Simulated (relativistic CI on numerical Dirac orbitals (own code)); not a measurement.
# Ge¹¹⁺: computed level list

Calculated at this level of theory: Dirac-Coulomb-Breit CI, orbitals from a KLI potential per configuration, model QED (radiative potential, 1s self-energy scaled to tabulated hydrogen-like ionisation energies), unscaled Slater integrals (own radial code, finite nucleus).

Configuration list (outside the closed core [Ne]): 3s²3p⁶3d³, 3s²3p⁵3d⁴, 3s3p⁶3d⁴, 3s²3p⁶3d²4s, 3s²3p⁶3d²4p, 3s²3p⁶3d²4d, 3s²3p⁶3d²4f, 3s²3p⁶3d4s4p, 3s²3p⁵3d³4s, 3s²3p⁶3d²5s, 3s²3p⁶3d²5p, 3s²3p⁵3d³4p, 3s²3p⁶3d4p4d, 3s²3p⁶3d²5d, 3s²3p⁶3d²5f, 3s²3p⁶3d²5g, 3s²3p⁶3d²6s, 3s²3p⁶3d²6p, 3s²3p⁵3d³4d, 3s²3p⁶3d²6d, 3s3p⁶3d³4s, 3s²3p⁵3d³4f, 3s3p⁶3d³4p, 3p⁶3d⁵, 3p⁵3d⁶, 3s²3p⁶3d4s², 3s²3p⁶4s²4p, 3s²3p⁶4s²4d, 3s²3p⁶4s²4f, 3s²3p⁶3d4p², 3s²3p⁶4s4p², 3s²3p⁶4p³, 3s²3p⁶4p²4d, 3s²3p⁶4p²4f, 3s²3p⁶3d4s4d, 3s²3p⁶4s4p4d, 3s²3p⁶4s4d², 3s²3p⁶4s4d4f, 3s²3p⁶3d4d², 3s²3p⁶4p4d², 3s²3p⁶4d³, 3s²3p⁶4d²4f, 3s3p⁶3d²4s², 3s3p⁶3d4s²4p, 3s3p⁶3d4s²4d, 3s3p⁶3d4s²4f, 3p⁶3d⁴4s, 3p⁵3d⁵4s. Double excitations out of closed p, d and f shells are left out; levels of such configurations are missing from the list, as are those of other unlisted configurations, and high levels can miss mixing partners. These lack a partner that the ground configuration has and come out too high: 3s²3p⁵3d³4p, 3s²3p⁵3d³4d, 3s²3p⁵3d³4f.

The lowest level is 3s²3p⁶3d³ ⁴F3/2, with 99 % of that term; Hund's rules for 3s²3p⁶3d³ give ⁴F with J = 3/2, in agreement.

```csv
No.,Configuration,Term,J,E (eV),%,Landé g,jj configuration (%)
1,3s²3p⁶3d³,⁴F,3/2,0.0000,99,0.402,3d3/2^3 (42)
2,3s²3p⁶3d³,⁴F,5/2,0.3102,99,1.028,3d3/2^2 3d5/2 (79)
3,3s²3p⁶3d³,⁴F,7/2,0.6948,99,1.236,3d3/2 3d5/2^2 (74)
4,3s²3p⁶3d³,⁴F,9/2,1.1249,98,1.329,3d3/2 3d5/2^2 (49)
5,3s²3p⁶3d³,⁴P,1/2,4.4619,95,2.587,3d3/2^2 3d5/2 (72)
6,3s²3p⁶3d³,⁴P,3/2,4.4931,88,1.679,3d3/2^2 3d5/2 (55)
7,3s²3p⁶3d³,²G,7/2,4.9156,99,0.890,3d3/2 3d5/2^2 (50)
8,3s²3p⁶3d³,⁴P,5/2,4.9660,98,1.596,3d3/2 3d5/2^2 (64)
9,3s²3p⁶3d³,²G,9/2,5.2024,84,1.086,3d3/2^2 3d5/2 (66)
10,3s²3p⁶3d³,²D,3/2,6.2893,55,1.067,3d3/2 3d5/2^2 (62)
11,3s²3p⁶3d³,²P,1/2,6.5658,95,0.747,3d3/2 3d5/2^2 (72)
12,3s²3p⁶3d³,²H,9/2,6.7832,86,0.936,3d3/2 3d5/2^2 (50)
13,3s²3p⁶3d³,²H,11/2,6.9095,100,1.090,3d3/2 3d5/2^2 (100)
14,3s²3p⁶3d³,²D,5/2,7.2267,98,1.202,3d3/2 3d5/2^2 (55)
15,3s²3p⁶3d³,²P,3/2,7.5470,55,1.113,3d5/2^3 (83)
16,3s²3p⁶3d³,²F,7/2,10.7692,99,1.141,3d3/2 3d5/2^2 (75)
17,3s²3p⁶3d³,²F,5/2,10.9435,99,0.859,3d3/2 3d5/2^2 (52)
18,3s²3p⁶3d³,²D,5/2,16.9539,99,1.197,3d3/2^2 3d5/2 (49)
19,3s²3p⁶3d³,²D,3/2,17.0995,99,0.798,3d3/2 3d5/2^2 (87)
20,3s²3p⁵3d⁴,⁶D°,9/2,74.5890,95,1.549,3p3/2^3 3d3/2 3d5/2^3 (40)
21,3s²3p⁵3d⁴,⁶D°,7/2,74.6188,93,1.581,3p3/2^3 3d3/2^2 3d5/2^2 (49)
22,3s²3p⁵3d⁴,⁶D°,5/2,74.8050,93,1.650,3p3/2^3 3d3/2^3 3d5/2 (32)
23,3s²3p⁵3d⁴,⁶D°,3/2,75.0732,94,1.857,3p3/2^3 3d3/2^2 3d5/2^2 (36)
24,3s²3p⁵3d⁴,⁶D°,1/2,75.3225,97,3.290,3p3/2^3 3d3/2^3 3d5/2 (27)
25,3s²3p⁵3d⁴,⁶F°,11/2,79.2784,99,1.453,3p3/2^3 3d3/2 3d5/2^3 (43)
26,3s²3p⁵3d⁴,⁶F°,9/2,80.1708,91,1.431,3p3/2^3 3d3/2^2 3d5/2^2 (38)
27,3s²3p⁵3d⁴,⁶F°,7/2,80.7742,83,1.396,3p3/2^3 3d3/2^2 3d5/2^2 (43)
28,3s²3p⁵3d⁴,⁶F°,5/2,81.1431,69,1.342,3p3/2^3 3d3/2^2 3d5/2^2 (34)
29,3s²3p⁵3d⁴,⁶F°,3/2,81.3269,54,1.211,3p3/2^3 3d3/2 3d5/2^3 (29)
30,3s²3p⁵3d⁴,⁴D°,1/2,81.4137,51,-0.278,3p3/2^3 3d3/2^2 3d5/2^2 (36)
```

Energies count from the lowest computed level; ° marks odd parity. Filled j subshells are mostly left out of the jj labels.

The mean weight of the leading LS term, summed over parents, in these 30 levels is 89 %, and that of the leading jj configuration (from the same eigenvectors) 55 %, so LS coupling describes them better.

At this charge energies of transitions that change n are usually good to better than 1 %, and those within a shell (Δn = 0) to a few per cent. Terms inside the open d or f shell come out 10 to 20 % too wide with unscaled integrals.

Landé's interval rule says that E(J) − E(J−1) = AJ with one A. For the ground term the intervals give A = 1000.7, 886.5, 770.9 cm⁻¹ for J = 5/2, 7/2, 9/2; the multiplet is regular.

LS names give the leading component of a level, which can be under half, so a name can repeat, a term be missing and a line seem to break the LS rules.
